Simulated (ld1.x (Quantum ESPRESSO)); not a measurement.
**Ranking TM potentials for Ru (Z = 44)**

All share these settings but for the change named:

ld1.x (Quantum ESPRESSO) 7.5 input, shortened:

```
&input
   title='Ru', zed=44., rel=1, dft='PBE', iswitch=3,
   config='[Kr] 4d7 5s1 5p0'
 /
 &inputp
   pseudotype=2, tm=.true., lloc=0,
   nlcc=.true., rcore=1.00
 /
3
4P  2  1   6.00   0.00  1.00  1.00  0.0
4D  3  2   7.00   0.00  1.95  1.95  0.0
5S  1  0   1.00   0.00  2.60  2.60  0.0
 &test
   configts(1)='4p6 4d7 5s1 5p0'
 /
```

Test errors are all-electron minus pseudo excitation energies from the reference, over 4p6 4d7 5s0 5p0; 4p6 4d6 5s0 5p0; 4p6 4d5 5s0 5p0; 4p6 4d7.5 5s0.5 5p0; 4p6 4d6 5s1 5p1; 4p6 4d8 5s0 5p0; 4p6 4d4 5s0 5p0. None of these files shows a bound ghost.

The base gives 810.5 meV.

Of 7 variants that were run, those that failed, showed a ghost or another fault, or gave nearly equal values are left out.

A variant can come out equal or close to the base, since the largest error may sit in a test that the change hardly touches while other tests move.

Question: Rank these variants by their largest absolute test error, smallest first.
A. wave 5s (bound): rc 2.60 bohr becomes 5s (bound): rc 1.74 bohr
B. wave 5s (bound): rc 2.60 bohr becomes 5s (bound): rc 2.10 bohr
C. wave 5s (bound): rc 2.60 bohr becomes 5s (bound): rc 3.44 bohr
D. wave 5s (bound): rc 2.60 bohr becomes 5s (bound): rc 3.22 bohr
E. wave 5s (bound): rc 2.60 bohr becomes 5s (bound): rc 3.76 bohr

Answer: A (675.9 meV), B (796.2 meV), D (962.8 meV), C (1100.3 meV), E (1281.8 meV).
